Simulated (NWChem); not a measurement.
System: C4H6Si; SMILES C(/C=C/[SiH3])#C

```xyz
11

C      0.1412    -3.2354     0.0000
C     -0.1061    -2.0497     0.0000
C     -0.4364    -0.6646     0.0000
C      0.4677     0.3389     0.0000
Si    -0.0045     2.1476     0.0000
H      0.3778    -4.2750     0.0000
H     -1.5027    -0.4342     0.0000
H      1.5230     0.0634     0.0000
H     -1.4883     2.2595     0.0000
H      0.5374     2.8419     1.2010
H      0.5374     2.8419    -1.2010
```
Atoms are numbered in this order, from 1.

Level: B3LYP/6-31G* (spherical d) (NWChem), optimised geometry, unscaled harmonic frequencies. 

```csv
frequency (cm⁻¹),IR intensity (km/mol)
127,0.2
144,0.2
145,0.0
272,2.7
416,2.1
487,8.6
603,50.0
625,63.7
636,0.5
655,24.3
813,22.3
845,22.2
941,60.8
943,357.6
968,110.1
1017,5.9
1021,25.1
1250,9.9
1351,2.6
1647,38.9
2218,4.3
2240,159.8
2241,132.0
2252,142.3
3146,0.7
3156,12.0
3495,68.3
```

```yaml
zero_point_energy: 48.1 kcal/mol
thermal correction to the enthalpy at 298.15 K (with zero-point energy): 52.9 kcal/mol
heat capacity Cv: 23.6 cal/(mol K)
entropy at 298.15 K and 1 atm (symmetry number 1): 79.3 cal/(mol K)
dipole_moment: 0.55 D
```

Rigid rotor and harmonic oscillator.
